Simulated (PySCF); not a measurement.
Be(SMe)(SiMe3), C4H12BeSSi, SMILES C[S][Be][Si](C)(C)C, singlet, GFN2-xTB optimised geometry.

```
19

Be     0.23    -0.23     0.00
S      2.13    -0.23     0.00
C      2.91    -1.89     0.05
H      2.60    -2.41     0.95
H      3.98    -1.72     0.06
H      2.63    -2.45    -0.83
Si    -1.96     0.04     0.00
C     -2.91    -1.48     0.67
C     -2.74     0.35    -1.73
C     -2.60     1.50     1.07
H     -3.98    -1.33     0.66
H     -2.70    -2.37     0.07
H     -2.62    -1.71     1.69
H     -2.54    -0.47    -2.40
H     -2.34     1.25    -2.18
H     -3.82     0.47    -1.67
H     -2.19     2.45     0.73
H     -2.31     1.39     2.11
H     -3.68     1.58     1.04
```

Density from B3LYP/def2-SVP run with PySCF at that geometry.

Minimum of the electron density along straight lines between bonded atoms, close to the bond critical point (lines longer than 1.1 times the sum of covalent radii, or with two minima, are not listed):

```tsv
bond	length / Å	ρ at the minimum / e bohr⁻³	∇²ρ there / e bohr⁻⁵	position (fraction from the first atom)
Be1–S2	1.907	0.077	[?]	0.31
S2–C3	1.830	[?]	-0.28	0.54
C3–H4	1.085	0.282	-1.08	0.64
C3–H5	1.086	0.282	-1.08	0.64
C3–H6	1.085	0.282	-1.08	0.64
Be1–Si7	2.201	0.072	[?]	0.30
Si7–C8	1.920	0.106	0.31	0.38
Si7–C9	1.919	0.106	0.31	0.38
Si7–C10	1.919	0.106	0.31	0.38
C8–H11	1.086	0.272	-0.97	0.62
C8–H12	1.086	0.272	-0.96	0.62
C8–H13	1.086	0.272	-0.97	0.62
C9–H14	1.086	0.272	-0.97	0.62
C9–H15	1.086	0.272	-0.97	0.62
C9–H16	1.087	0.272	-0.97	0.62
C10–H17	1.086	0.272	-0.97	0.62
C10–H18	1.086	0.273	-0.97	0.62
C10–H19	1.087	0.272	-0.97	0.62
```

Complete the blanks.


- Be1–S2, ∇²ρ there / e bohr⁻⁵: 0.24
- S2–C3, ρ at the minimum / e bohr⁻³: 0.171
- Be1–Si7, ∇²ρ there / e bohr⁻⁵: -0.03
